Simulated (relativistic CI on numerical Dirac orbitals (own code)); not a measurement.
Nb³⁺: 3d photoemission

Computed with this model: Dirac-Coulomb-Breit CI, KLI orbitals optimised for each configuration, QED by a radiative potential, valence Slater integrals scaled by 0.8, multiplet model of photoemission in the sudden approximation; configurations [Kr] 4d2 → [Ar] 3d9 4s2 4p6 4d2; 80 K; Lorentzian 0.3 eV and Gaussian 0.5 eV FWHM. Energies are those of the free ion, without screening or charge transfer. The energies are binding energies and can lie tens of eV above those of solids. S is read from ⟨S²⟩ = S(S + 1).

Field parameters in Wybourne normalisation: D4h B²₀ = −7Ds, B⁴₀ = 21(Dq − Dt), B⁴₄ = 21√(5/14) Dq; Td as Oh with Dq negative (B⁴₀ = 21Dq, B⁴₄ = √(5/14) B⁴₀). The field is a parameter set, without covalency.

Computed curve for Td, 10Dq = -5550 cm⁻¹, scaled to 100 at the maximum (points under 2 are left out and the grid is thinned):

(Energy (eV), Intensity): (242.6, 2.1), (242.8, 2.8), (243.0, 3.8), (243.2, 5.7), (243.4, 9.8), (243.5, 13.7), (243.7, 29.8), (243.9, 59.3), (244.1, 89.8), (244.3, 100.0), (244.5, 83.7), (244.7, 54.1), (244.9, 29.7), (245.1, 16.9), (245.3, 12.3), (245.4, 11.3), (245.6, 10.0), (245.8, 9.0), (246.0, 9.5), (246.2, 12.6), (246.4, 19.1), (246.6, 30.4), (246.8, 47.4), (247.0, 62.0), (247.2, 59.6), (247.3, 51.8), (247.5, 33.4), (247.7, 19.8), (247.9, 11.9), (248.1, 8.2), (248.3, 6.7), (248.5, 5.6), (248.7, 4.1), (248.9, 2.8), (249.1, 2.1), (249.2, 2.0), (254.9, 3.0), (255.1, 4.1), (255.3, 3.5), (255.5, 2.0)

The ground state has S = 1.00, and the centroid lies at 245.67 eV.
